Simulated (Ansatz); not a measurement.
Cost and result for the atomization energy of `C#[C][GeH]([NH2])[SH]` (10 atoms, 9 bonds).

Cartesian coordinates in Å:
```
C -1.4352 1.5566 -1.2896
C -0.8824 0.6690 -0.6887
Ge 0.0082 -0.7228 0.2695
N 0.8359 -0.1994 1.8083
S 1.6422 -1.4502 -1.0390
H -1.9249 2.3413 -1.8197
H -1.0150 -1.8025 0.6397
H 0.2114 0.0024 2.5767
H 1.4873 0.5646 1.6938
H 1.0725 -0.9589 -2.1509
```

The species carries charge 0 and has multiplicity 1. Correlated methods include outer-core shells of Ge, which these sets cover unevenly. Scalar relativity is left out up to krypton. The structure was optimised at the PBE0-D4/def2-TZVP level. It is one conformer, not always the lowest. Program: Ansatz. All runs use 4 threads of an Intel Xeon Platinum 8488C on a shared host. Times are those of one run each, without the atoms' runs, and a repeat can differ threefold. Electronic energies, without spin–orbit coupling; frozen cores. CCSD(T)/CBS adds CCSD(T) − MP2 in def2-TZVPP to the MP2 limit, and its time is that of the two runs behind it. T1 = 0.012. With those shells the extrapolation isn't a true limit. B3LYP takes the VWN-RPA correlation (the form of Gaussian; ORCA's B3LYP/G).

CCSD(T)/CBS is a level of theory with its own doubt, some kJ/mol a heavy atom from the limit and from the frozen cores, so smaller differences don't rank the functionals.

```tsv
level	functions	wall time	atomization (kJ/mol)	difference from CCSD(T)/CBS	per bond
PBE-D4/def2-TZVPP (with forces)	253	1.9 s	3668.1	75.1	8.3
PBE0-D4/def2-TZVPP	253	2.5 s	3585.9	-7.1	-0.8
r2SCAN-D4/def2-TZVPP (with forces)	253	3.1 s	3582.5	-10.5	-1.2
B3LYP-D4/def2-TZVPP (with forces)	253	3.9 s	3573.6	-19.4	-2.2
B2PLYP/def2-TZVPP	253	4.9 s	3545.8	-47.2	-5.2
ωB97X-V/def2-TZVPP	253	5.5 s	3597.5	4.5	0.5
ωB97M-V/def2-TZVPP (with forces)	253	8 s	3591.3	-1.7	-0.2
MP2/def2-QZVPP	480	21 s	3623.4	30.4	3.4
CCSD(T)/def2-TZVPP	253	110 s	3494.2	-98.8	-11.0
CCSD(T)/CBS(def2)	–	2.3 min	3593.0	0.0	0.0
```

The D4 term adds +38.8 kJ/mol with B3LYP and +20.5 kJ/mol with PBE0; it sums over pairs of atoms, weighted by their polarisabilities, and B3LYP, whose exchange is more repulsive, gets the larger term. From PBE to PBE0 (25 % exact exchange), in def2-TZVPP and without D4, the atomization energy moves by −78.8 kJ/mol: exact exchange takes away binding that semilocal exchange gives to molecules. In def2-TZVPP, CCSD(T) changes the Hartree–Fock value by +1030.4 kJ/mol (the triples alone add +73.3 kJ/mol) and MP2 by +1102.2 kJ/mol; breaking electron pairs costs correlation energy, which Hartree–Fock lacks.
